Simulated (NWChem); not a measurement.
**Plane-wave run on Li₂Se (space group Fm-3m)**

```xyz
3
Lattice="0.0000 2.9760 2.9760 2.9760 0.0000 2.9760 2.9760 2.9760 0.0000" Properties=species:S:1:pos:R:3 pbc="T T T"
Li     4.4641     4.4641     4.4641
Li     1.4880     1.4880     1.4880
Se     0.0000     0.0000     0.0000
```

All runs are NWChem calculations. Origin of the cell: Materials Project cell, not relaxed here.

Norm-conserving pseudopotentials with valence charges Li 1, Se 6, fixed occupations, no spin-orbit coupling, density cut at twice the wavefunction cutoff.

The filled d shells of Se are in the core.

Level: LDA (Vosko), Troullier-Martins, cutoff 30 Ha, density from a 4×4×4 mesh. Bands run along Γ–X–U|K–Γ–L–W–X with k in units of the cell's reciprocal vectors.

Problem. What gap does the band structure show, and how wide is the group of occupied bands?

Solution. It shows an indirect gap along this path of 2.73 eV from Γ to X (smallest direct gap on this path 3.31 eV). The 4 occupied bands reach 11.6 eV below the valence-band top.
